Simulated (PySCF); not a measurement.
# Radial density of Si (silicon, neutral)

UHF, [Ne] 3s1 3p3, high-spin 5S determinant (an excited configuration). Computed with PySCF 2.14 in aug-cc-pCVQZ-DK (10s9p7d5f3g, 134 functions), with scalar relativity by spin-free X2C-1e.

```csv
r (bohr),4πr²ρ (e/bohr),4πr²(ρα − ρβ)
0.00179,0.07900,0.0002
0.00301,0.2077,0.0005
0.00506,0.5370,0.0014
0.00851,1.343,0.0034
0.0143,3.162,0.0081
0.0241,6.711,0.0170
0.0405,11.92,0.0297
0.0682,15.74,0.0403
0.115,13.48,0.0569
0.193,9.659,0.1609
0.324,13.29,0.3299
0.546,12.16,0.1115
0.918,3.492,0.1456
1.54,1.631,1.4777
2.60,1.471,1.4710
4.37,0.2747,0.2747
7.34,0.006654,0.0067
```

Densities and radii are taken from the X2C orbitals without a picture-change correction, which distorts them close to the nucleus.
